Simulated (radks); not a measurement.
Values are calculated unless marked as measured or tabulated.
Task: Species: Gd2+. Configuration: [Xe] 4f7 6s1 (not the ground configuration). Level of theory: Dirac Kohn-Sham, PBE, spin-unpolarised, spherical densities, finite nucleus; open shells fill j = l - 1/2 first; Fermi nuclear charge, rms radius 5.1569 fm (a radial shooting solver on a logarithmic mesh with Libxc functionals). Some entries of the table are withheld. Estimate them.

orbital,occ.,eigenvalue (hartree),<r> (bohr),<r^2> (bohr^2)
1s1/2,2,-1839.611,0.02191,0.0006550
2s1/2,2,-304.0913,0.09275,0.01022
2p1/2,2,-288.7979,0.07746,0.007417
2p3/2,4,-263.2263,0.08430,0.008651
3s1/2,2,-67.86822,0.2440,0.06815
3p1/2,2,-61.23618,0.2336,0.06349
3p3/2,4,-55.99064,0.2467,0.07056
3d3/2,4,(1),0.2187,0.05633
3d5/2,6,(2),0.2228,0.05831
4s1/2,2,-14.14519,0.5529,0.3452
4p1/2,2,-11.56259,0.5649,0.3633
4p3/2,4,-10.39601,0.5944,0.4019
4d3/2,4,-6.14030,0.6303,0.4611
4d5/2,6,-5.92948,0.6408,0.4763
5s1/2,2,-2.42432,1.328,1.980
5p1/2,2,-1.70839,1.479,2.476
5p3/2,4,-1.54469,1.568,2.782
4f5/2,6,-0.93041,(3),0.9434
4f7/2,1,-0.90259,(4),0.9713
6s1/2,1,-0.59435,3.328,12.36

Result: 
(1) 3d3/2 eigenvalue (hartree): -44.53271
(2) 3d5/2 eigenvalue (hartree): -43.38987
(3) 4f5/2 <r> (bohr): 0.8521
(4) 4f7/2 <r> (bohr): 0.8637
